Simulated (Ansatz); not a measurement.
Z-matrix (Å, degrees):
```
Si
N 1 1.740
H 1 1.490 2 107.0
H 1 1.486 2 111.4 3 -119.3
H 1 1.486 2 111.4 3 119.3
Ge 2 1.842 1 119.4 3 -0.0
Si 2 1.755 1 119.7 3 -179.9
F 6 1.772 2 94.4 1 -179.9
H 7 1.482 2 111.6 1 117.9
H 7 1.482 2 111.6 1 -118.3
H 7 1.490 2 106.0 1 -0.2
```

Total charge 0; spin multiplicity 1.

Task: List the CAM-B3LYP/def2-TZVPP orbital energies in eV (Ansatz). (Best estimate.)

Result: Ansatz gave: Occupied: -10853.01, -1801.42, -1801.27, -1357.15, -1208.15, -1208.10, -1208.06, -672.67, -391.36, -171.98, -145.96, -145.80, -122.37, -122.25, -122.11, -101.30, -101.28, -101.27, -101.15, -101.11, -101.10, -36.15, -35.87, -35.84, -35.75, -35.65, -33.01, -25.06, -17.34, -17.18, -15.41, -13.77, -13.21, -13.14, -12.25, -12.08, -11.28, -11.23, -10.87, -9.46, -9.31. Lowest empty: -1.11, 0.73, 1.31, 2.13, 2.20, 2.23, 2.51, 2.77.
